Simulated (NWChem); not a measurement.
System: C4H5F; SMILES C=C/C=C/F

The following NWChem deck was run.

```
start job
memory heap 200 mb stack 900 mb global 1100 mb
geometry units angstroms noautoz
  C     -0.268389     2.451935     0.000000
  C      0.378164     1.277086     0.000000
  C     -0.276093    -0.021655     0.000000
  C      0.403516    -1.171580     0.000000
  F     -0.214384    -2.366373     0.000000
  H     -1.354577     2.506001     0.000000
  H      0.267724     3.395770     0.000000
  H      1.468474     1.271879     0.000000
  H     -1.363441    -0.058783     0.000000
  H      1.486201    -1.265385     0.000000
end
basis spherical
  * library def2-tzvp
end
dft
  xc b3lyp
  iterations 150
  semidirect filesize 400000000
  mulliken
end
task dft energy
```

Geometry: optimised at B3LYP/6-31G* (spherical d). B3LYP is NWChem's, with the RPA form of VWN correlation.

Task: Give the results of this calculation. (B3LYP/def2-TZVP.) Quantities: energy (Ha); highest occupied level (eV); orbital gap (eV); dipole (D).

Result: 
```
Item                           Value
---------------------------  -------
energy (Ha)                  -255.34
highest occupied level (eV)    -6.55
orbital gap (eV)                5.48
dipole (D)                      1.23
```
